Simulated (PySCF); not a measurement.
CH6ClFSi3, SMILES [SiH2]1[Si@](C[SiH2]1)(Cl)F. Atoms are numbered in the order given.

```xyz
12

F      0.3405     0.7579    -1.8370
Si     0.5145     0.2150    -0.3107
Cl     2.4790     0.5711     0.2355
C     -0.0180    -1.5836    -0.2494
Si    -1.8690    -1.2610     0.1407
Si    -1.3214     0.8826     0.9926
H      0.2040    -2.1911    -1.1422
H      0.4499    -2.0730     0.6246
H     -2.4822    -2.2669     1.0586
H     -2.6701    -1.1620    -1.1161
H     -2.1112     2.0934     0.6255
H     -1.0276     0.8583     2.4589
```

Coordinates come from a r2SCAN-D4/def2-SVP optimisation. The structure was generated by enumeration; whether it is a known compound was not checked.

Two levels are set side by side: PBE/pcSseg-1 (PySCF) and KT2/pcSseg-1 (PySCF). GIAO shifts against CFCl3 (¹⁹F), HCl (³⁵Cl), TMS (²⁹Si), TMS (¹H), TMS (¹³C) at the same level; non-relativistic, no solvent, atoms listed together averaged. Without spin–orbit terms, shifts of atoms bonded to Cl or Br come out too high at both levels. Differences are taken from unrounded values.

| quantity | KT2 | PBE | PBE minus KT2 |
|---|---|---|---|
| δ(¹⁹F) of F1 (ppm) | -173.6 | -167.7 | 5.9 |
| δ(²⁹Si) of Si2 (ppm) | 45.9 | 45.2 | -0.7 |
| δ(³⁵Cl) of Cl3 (ppm) | 191.4 | 190.2 | -1.3 |
| δ(¹³C) of C4 (ppm) | 21.0 | 20.7 | -0.2 |
| δ(²⁹Si) of Si5 (ppm) | -76.0 | -78.7 | -2.7 |
| δ(²⁹Si) of Si6 (ppm) | -66.6 | -70.7 | -4.1 |

Rough cost on one machine, each run with all the roots and properties that it gave: KT2 against PBE within a factor of 2.
